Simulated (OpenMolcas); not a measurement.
# Ionisation energies of terbium

- Program: OpenMolcas 26.06
- Basis: ANO-RCC-VDZP [7s6p4d2f1g]
- Scalar Hamiltonian: DKH2, point nucleus
- Spin-orbit coupling: RASSI with atomic mean-field integrals over the reference wave functions, term energies averaged over their components

Active shells in each charge state: the valence f shell, with orbitals averaged over the low states. Where CASPT2's correlated closed shells are named, they are those of the first ion.

A. CASSCF
B. SS-CASPT2, IPEA 0.25 Eh, imaginary shift 0.1 Eh (closed shells correlated: 5s 5p)
C. SS-CASPT2, IPEA 0.25 Eh, imaginary shift 0.1 Eh (closed shells correlated: 4d 5s 5p)
D. SS-CASPT2, IPEA 0 Eh, imaginary shift 0.1 Eh (closed shells correlated: 5s 5p)

Energies in eV between the lowest computed levels, named as in B; reference values from the NIST Atomic Spectra Database with their kind.

```tsv
From	To	A	B	C	D	Spin-orbit share in B	Reference
Tb2+ 4f9 6H* 15/2	Tb3+ 4f8 7F6	17.947	21.797	21.950	21.945	+0.174	21.820 (semi-empirical)
Tb3+ 4f8 7F6	Tb4+ 4f7 8S* 7/2	36.127	39.248	39.359	39.301	+0.336	39.330 (semi-empirical)
```

The lowest level within the active space need not be the ion's true ground level.

* marks odd parity.
